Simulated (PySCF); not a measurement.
# One molecule, several mistakes: F2H3Si2

All numbers below are calculated, not measured. The program is PySCF 2.14.0, an open-source quantum chemistry code, run on an isolated molecule that a program drew, which may never have been made. The molecule is F2H3Si2 (charge 0, doublet), drawn as the SMILES string `F[SiH](F)[SiH2]`.

Each row is a Hartree-Fock (HF) and frozen-core CCSD(T) single point in the cc-pV(D+d)Z basis, meant for a local HF minimum. Run 1 is clean. Each other run has one planted mistake out of seven kinds, and not every kind appears here: one electron removed, one electron added, multiplicity raised by two, geometry at a saddle point, minimal basis STO-3G, one bond length entered in bohr, all coordinates scaled. The reference is restricted for singlets and unrestricted otherwise, and also for a bond in bohr. Adding or removing an electron swaps singlet and doublet. Electrons count all cores. HOMO and LUMO are orbital energies over both spins, the gradient is its largest component, and the lowest frequency (negative if imaginary) is given only where the gradient is small. Bond lengths are over the 6 bonds as drawn. T1 is the CCSD diagnostic: over 0.02 (restricted) or 0.045 (unrestricted) a single reference is doubtful.

Geometry of the clean run:
```xyz
7
F2H3Si2, angstrom
F    -2.3956    0.0392   -1.6801
Si   -0.8334   -0.3215   -1.5713
F    -0.1298    0.8863   -0.7785
Si   -0.6101   -2.2746   -0.3043
H    -0.2927   -0.3141   -2.9355
H     0.8058   -2.6305   -0.0591
H    -1.3431   -3.4165   -0.8963
```

```
run,electrons,basis functions,<S^2>,HOMO (eV),LUMO (eV),gradient (hartree/bohr),lowest frequency (cm^-1),mean bond (Å),longest bond (Å),T1,HF (hartree),CCSD(T) (hartree),mistake
1,49,89,0.758,-9.43,0.51,3.1e-05,108,1.6635,2.339,0.0140,-778.58694,-779.18248,no fault
2,50,89,0.000,-1.14,8.56,5.9e-02,-,1.6635,2.339,0.0130,-778.59616,-779.22092,one electron added
3,49,31,0.754,-6.50,5.95,3.7e-02,-,1.6635,2.339,0.0098,-769.01908,-769.14646,minimal basis STO-3G
4,48,89,0.000,-18.24,-7.74,6.6e-02,-,1.6635,2.339,0.0160,-778.27139,-778.86120,?
```

**Which mistake was planted in run 4, and what did it cost?**

It counts 48 electrons, one fewer than the clean run, at the same geometry and basis. So the mistake is: one electron removed. Subtracting run 1 and multiplying by 627.51 kcal/mol a hartree, the energy moved by 198.0 kcal/mol in HF and 201.6 kcal/mol in CCSD(T).

